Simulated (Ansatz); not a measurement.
Consider the cleavage of the B–Al bond: `[BH2][AlH][OH]` + `CC[SeH]` → `B[Se]CC` + `[OH][AlH2]`.

Isolated molecules relaxed with PBE0-D4/def2-TZVP in Ansatz; ΔE leaves out vibrations. CBS: MP2 limit from def2 TZ/QZ plus the TZ coupled-cluster correction, frozen cores. This one scheme is used for every species. DFT in def2-TZVPP. B3LYP here is the variant with VWN-RPA as its local correlation; programs differ in this. For Se outer-core shells are correlated without core-valence functions, which leaves a few kJ/mol of doubt a bond. Scalar relativity is left out up to krypton. Each species was taken in one conformer, which may not be the lowest.

| level | ΔE (kJ/mol) | difference from CCSD(T)/CBS |
| --- | --- | --- |
| PBE-D4 | -135.8 | -2.1 |
| r2SCAN-D4 | -138.0 | -4.3 |
| PBE0-D4 | -131.7 | 2.0 |
| B3LYP-D4 | -131.8 | 1.9 |
| ωB97X-V | -126.7 | 7.0 |
| ωB97M-V | -132.0 | 1.7 |
| B2PLYP | -133.4 | 0.3 |
| PBE | -133.2 | 0.5 |
| r2SCAN | -137.4 | -3.7 |
| PBE0 | -129.4 | 4.3 |
| B3LYP | -127.7 | 6.0 |
| HF/def2-TZVPP | -115.0 | 18.7 |
| MP2/def2-TZVPP | -143.4 | -9.7 |
| SCS-MP2/def2-TZVPP | -135.6 | -1.9 |
| CCSD/def2-TZVPP | -127.8 | 5.9 |
| CCSD(T)/def2-TZVPP | -133.0 | 0.7 |
| HF/def2-QZVPP | -114.4 | 19.3 |
| MP2/def2-QZVPP | -143.6 | -9.9 |
| SCS-MP2/def2-QZVPP | -135.6 | -1.9 |
| HF/CBS(def2) | -114.3 | 19.4 |
| MP2/CBS(def2) | -144.1 | -10.4 |
| CCSD/CBS(def2) | -128.5 | 5.2 |
| CCSD(T)/CBS | -133.7 | 0 |

Largest T1 diagnostic among the species: 0.012.

From PBE to PBE0 (25 % exact exchange), in def2-TZVPP and without D4, ΔE moves by +3.8 kJ/mol. The D4 term adds −4.2 kJ/mol with B3LYP and −2.2 kJ/mol with PBE0; it sums over pairs of atoms, weighted by their polarisabilities, and B3LYP, whose exchange is more repulsive, gets the larger term.
